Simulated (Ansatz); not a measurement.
Relaxation of AlFH₄O₃ (9 atoms, charge 0, multiplicity 1), to a largest force component of 0.03 eV/Å in at most 50 steps.

All numbers below come from Ansatz, RKS PBE/def2-SVP.

```xyz
9
Properties=species:S:1:pos:R:3
Al 0.019 0.480 -0.246
F -0.158 -0.187 2.549
O 1.546 -0.137 -0.715
H 1.665 -0.941 -1.242
O -1.549 -0.056 -0.660
H -1.768 -0.946 -0.973
O 0.034 1.994 0.653
H 0.902 2.422 0.727
H -0.259 0.736 2.432
```

Where does it end, and by what steps?

The run converged. After 24 steps the energy has fallen by 1.428 eV; H9 moved furthest, 1.28 Å. Parted: F2–H9 (0.94 → 2.62 Å). Joined: Al1–F2 (2.88 → 1.69 Å), O7–H9 (2.20 → 0.98 Å).

| step | energy less start (eV) | largest force component (eV/Å) | accepted |
| --- | --- | --- | --- |
| 0 | 0.0000 | 0.715 | yes |
| 1 | -0.2210 | 0.716 | yes |
| 2 | -0.4425 | 1.003 | yes |
| 3 | -0.5913 | 0.873 | yes |
| 4 | -0.6363 | 1.406 | yes |
| 5 | -0.7469 | 0.553 | yes |
| 6 | -0.8893 | 1.910 | yes |
| 7 | -1.0701 | 1.223 | yes |
| 8 | -1.1986 | 1.171 | yes |
| 9 | -1.2513 | 0.847 | yes |
| 10 | -1.1728 | 2.136 | no |
| 11 | -1.3080 | 0.447 | yes |
| 12 | -1.3297 | 0.295 | yes |
| 13 | -1.3404 | 0.272 | yes |
| 14 | -1.3518 | 0.359 | yes |
| 15 | -1.3626 | 0.487 | yes |
| 16 | -1.3733 | 0.174 | yes |
| 17 | -1.3888 | 0.384 | yes |
| 18 | -1.3978 | 0.560 | yes |
| 19 | -1.4078 | 0.350 | yes |
| 20 | -1.3927 | 0.995 | no |
| 21 | -1.4170 | 0.137 | yes |
| 22 | -1.4221 | 0.211 | yes |
| 23 | -1.4267 | 0.086 | yes |
| 24 | -1.4276 | 0.023 | yes |

```xyz
9
Properties=species:S:1:pos:R:3
Al -0.141 -0.102 0.298
F -0.332 -0.771 1.840
O 1.497 0.147 -0.268
H 1.870 -0.265 -1.061
O -1.361 -0.341 -0.889
H -2.232 -0.684 -0.640
O 0.033 1.794 0.886
H 0.955 1.786 0.500
H 0.142 1.803 1.859
```

Whether the end is a true minimum wasn't checked by a vibrational analysis.

Run time: 45 s on 2 threads of Arm Neoverse V1 (shared host), peak memory 0.13 GiB.
